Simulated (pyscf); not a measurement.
**`[N]=[SiH][Cl]`, doublet**

Gas-phase minimum from PySCF at ωB97X-D3(BJ)/def2-SVP, one conformer. [N=SiH–Cl]• lies 31.3 kcal/mol over its isomer [HN=Si–Cl]• (electronic energy, ωB97M-D3(BJ)/def2-TZVP). 

```xyz
4

N      1.3416     1.7216    -0.8212
Si     0.3222     0.5298    -0.3621
Cl     0.1038    -0.1129     1.5566
H     -0.5599    -0.2213    -1.2791
```
Charge 0, spin multiplicity 2.

Bond lengths (Å): N1–Si2 1.634, Si2–Cl3 2.035, Si2–H4 1.478. Angles (°): N1–Si2–Cl3 124.2, N1–Si2–H4 124.7, Cl3–Si2–H4 111.1.

Properties at ωB97X-D3(BJ)/def2-SVP:

- Harmonic wavenumbers, unscaled = 227, 459, 577, 783, 1106, 2325 cm⁻¹
- Zero-point energy = 7.8 kcal/mol
- Rotational symmetry number = 1
- Entropy of this conformer at 298 K and 1 atm, rigid rotor and harmonic oscillator, modes under 100 cm⁻¹ raised to 100 = 283.6 J/(mol K)
- Dipole moment = 2.96 D
- Spin expectation value S2 = 0.768

Single-point totals, which compare only within one level (frozen core for MP2 and CC):

| level | total energy (hartree) |
|---|---|
| ωB97X-D3(BJ)/def2-TZVP | -805.06330 |
| PBE/def2-TZVP | -804.63160 |
| r²SCAN/def2-TZVP | -804.94596 |
| B3LYP-D3(BJ)/def2-TZVP | -805.07075 |
| PBE0-D3(BJ)/def2-TZVP | -804.69313 |
| M06-2X/def2-TZVP | -804.96630 |
| ωB97M-D3(BJ)/def2-TZVP | -805.13503 |
| UHF/def2-TZVPP | -803.46973 |
| MP2/def2-TZVPP | -803.91622 |
| CCSD/def2-TZVPP | -803.96401 |
| CCSD(T)/def2-TZVPP | -803.98744 |

The CCSD(T) − MP2 part came from Ansatz, without density fitting, on the same reference. A UHF reference is spin-contaminated (<S²> up to 1.05), which harms MP2 most.
